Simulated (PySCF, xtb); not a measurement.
C₂H₆BNO. Atoms are numbered in the order given.

```xyz
11

B      0.2023     0.4119     0.1744
C     -0.6466    -0.4334    -0.8362
C     -0.8322    -1.7565    -0.7013
H     -1.1178     0.0632    -1.6978
H     -1.4268    -2.3473    -1.4084
H     -0.3840    -2.2986     0.1399
O      0.7782    -0.2516     1.2343
H      1.2850     0.3222     1.8192
N      0.3532     1.8063    -0.0217
H      0.8820     2.4245     0.5812
H     -0.0749     2.2848    -0.8036
```
Charge 0, spin multiplicity 1.

Coordinates come from a r2SCAN-D4/def2-SVP optimisation. The structure was generated by enumeration, and PubChem lists no compound with its InChIKey, so it may never have been made. One conformer was computed; it need not be the lowest.

Method: C-PCM-M06-2X/def2-SVP (PySCF 2.14.0).

The values are the electrostatic part of the solvation free energy, E(continuum) − E(gas) at the gas-phase geometry, in a cavity of scaled van der Waals radii (PySCF's table); cavitation and dispersion terms are not included. In vacuum the orbital gap is 9.35 eV. The dipole moment in vacuum is 2.67 D.

Computed values in water (ε = 78.36), acetonitrile (ε = 35.69), dimethylsulfoxide (ε = 46.83):
```tsv
solvent	ε	ΔG(elec) (kcal/mol)	dipole (D)	gap (eV)
water	78.36	-7.5	3.39	9.26
acetonitrile	35.69	-7.4	3.38	9.26
dimethylsulfoxide	46.83	-7.4	3.38	9.26
```

For comparison, GFN2-xTB/ALPB(water) (xtb, at the GFN2-xTB geometry, all terms of that model) gives -6.4 kcal/mol.
